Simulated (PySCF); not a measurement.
MgCl₂, SMILES [Cl][Mg][Cl].

Geometry optimised at ωB97X-D3(BJ)/def2-TZVP. The isomer is the one that the SMILES or the coordinates give; other isomers of the formula were not compared.

These are ωB97X-D3(BJ)/def2-TZVP (PySCF 2.14.0) values and carry that method's errors.

Frequencies are harmonic and unscaled.

Modes within 1.5 cm⁻¹ of each other (mostly degenerate sets) share a row, with their intensities summed.

| mode | ν (cm⁻¹) | IR (km/mol) | Raman (Å⁴/amu) | depolarisation | moving atoms (share of kinetic energy) |
|---|---|---|---|---|---|
| 1–2 | 111 | 118.4 | 0.0 | – | Mg 74 %, Cl 26 % |
| 3 | 329 | 0.0 | 8.1 | 0.16 | Cl 100 % |
| 4 | 632 | 161.1 | 0.0 | – | Mg 74 %, Cl 26 % |
